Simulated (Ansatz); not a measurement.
Two structures of AlNH₄SO, singlet, reached by relaxing down either side of one saddle point (PBE0-D4/def2-TZVP). Energies are electronic, without zero-point energy. Ansatz 0.2.0; basis: def2-TZVPP and def2-QZVPP; cores frozen in the correlated methods. Extrapolation: Hartree–Fock as exp(−7.88 √X), correlation as X^−2.97. First:

```csv
atom,x (Å),y (Å),z (Å)
Al1,-0.3407,0.1394,-0.0566
N2,1.3131,0.2410,0.5289
S3,-1.1211,-1.6541,-1.0338
H4,0.0414,-2.3180,-0.9150
O5,-1.3402,1.4866,0.1551
H6,1.6926,1.0563,0.9817
H7,2.0064,-0.4841,0.4646
H8,-2.2515,1.5329,-0.1249
```

Second:

```xyz
8
angstrom
Al -0.8399 -0.2073 -0.3329
N 1.0691 -0.2615 0.2940
S -1.5159 -1.9987 -1.0023
H 1.3813 -1.2203 0.1618
O -1.0561 1.4492 0.0039
H 1.1705 -0.0143 1.2745
H 1.6766 0.3585 -0.2345
H -1.8856 1.8944 -0.1644
```

Q: Which bonds change from the first to the second?

A: AlNH₄SO ([NH2][Al]([OH])[SH]) → AlHSO ([OH][Al][S]) + NH₃ (still joined by a long Al–N bond); bonds formed: N2–H4; bonds broken: S3–H4; bonds weakened to dative contacts: Al1–N2.

Q: Give the saddle point's structure and its height above each. (An estimate is asked for; the value comes from the calculation.)

A: By the calculation: 1.416 eV above the first and 0.839 eV above the second (CCSD(T) at an estimated basis limit (MP2 extrapolated from triple and quadruple zeta, plus CCSD(T) − MP2 in triple zeta)).
```
atom    x (Å)    y (Å)    z (Å)
 Al1  -0.6342   0.1032  -0.1872
  N2   1.1449  -0.2142   0.3311
  S3  -0.8909  -1.8942  -0.7668
  H4   0.5783  -1.3773  -0.1463
  O5  -1.3205   1.6358  -0.0387
  H6   1.4162  -0.2369   1.3066
  H7   1.9250   0.1379  -0.2105
  H8  -2.2187   1.8458  -0.2881
```

The T1 diagnostic stays at or below 0.015.

Labels in which every atom is bracketed show which atoms are joined, not bond orders.

For scale, one of the runs: CCSD(T)/def2-TZVPP, 202 basis functions, launched by `ansatz run in.yaml --threads 4 --pin off --events-out ev --progress --plain --max-ram 9574MiB`. Time: 40 s of wall clock on 4 CPU threads of an Arm Neoverse V1; the host was shared. Peak host memory: 2.4 GiB.
